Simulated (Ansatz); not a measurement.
BGeH$_{5}$OSi (`[SiH3][B]1[O][GeH2]1`), relaxed with RKS PBE-D4/def2-SVP in Ansatz 0.2.0 from a rough embedded geometry. The force threshold is 0.03 eV/Å; the program also tests the step.

The species carries charge 0 and has multiplicity 1.

Start:

```xyz
9

Si   -0.487   -1.049   -1.313
B    -0.518    0.107    0.169
O    -0.599    0.246    1.587
Ge    0.707    1.292    1.364
H    -1.544   -0.654   -2.325
H     0.843   -0.974   -2.036
H    -0.708   -2.466   -0.929
H     0.239    2.761    1.567
H     2.066    0.738    1.917
```

```json
{"step": "1", "energy (eV)": "-67171.3672", "largest force (eV/Å)": "5.676", "largest move (Å)": "0.000"}
{"step": "2", "energy (eV)": "-67172.3283", "largest force (eV/Å)": "2.985", "largest move (Å)": "0.195"}
{"step": "3", "energy (eV)": "-67172.8289", "largest force (eV/Å)": "1.441", "largest move (Å)": "0.195"}
{"step": "4", "energy (eV)": "-67172.9382", "largest force (eV/Å)": "1.484", "largest move (Å)": "0.192"}
{"step": "5", "energy (eV)": "-67172.9987", "largest force (eV/Å)": "0.279", "largest move (Å)": "0.091"}
{"step": "6", "energy (eV)": "-67173.0078", "largest force (eV/Å)": "0.138", "largest move (Å)": "0.062"}
{"step": "7 (rejected)", "energy (eV)": "-67172.9985", "largest force (eV/Å)": "0.365", "largest move (Å)": "0.094"}
{"step": "8", "energy (eV)": "-67173.0119", "largest force (eV/Å)": "0.061", "largest move (Å)": "0.046"}
{"step": "9", "energy (eV)": "-67173.0129", "largest force (eV/Å)": "0.047", "largest move (Å)": "0.035"}
{"step": "10", "energy (eV)": "-67173.0145", "largest force (eV/Å)": "0.042", "largest move (Å)": "0.051"}
{"step": "11", "energy (eV)": "-67173.0151", "largest force (eV/Å)": "0.026", "largest move (Å)": "0.024"}
{"step": "12", "energy (eV)": "-67173.0161", "largest force (eV/Å)": "0.043", "largest move (Å)": "0.057"}
{"step": "13", "energy (eV)": "-67173.0166", "largest force (eV/Å)": "0.031", "largest move (Å)": "0.028"}
{"step": "14", "energy (eV)": "-67173.0171", "largest force (eV/Å)": "0.043", "largest move (Å)": "0.033"}
{"step": "15", "energy (eV)": "-67173.0172", "largest force (eV/Å)": "0.025", "largest move (Å)": "0.022"}
```

End:

```xyz
9

Si   -0.513   -1.140   -1.368
B    -0.144   -0.171    0.358
O    -0.297   -0.154    1.638
Ge    0.806    1.562    1.058
H    -1.288   -0.213   -2.266
H     0.807   -1.448   -2.024
H    -1.288   -2.416   -1.170
H    -0.105    2.627    1.754
H     2.022    1.354    2.020
```

Hardware: 4 threads of an Arm Neoverse V1 on a shared host. Wall time 16 s, peak host memory 0.15 GiB.
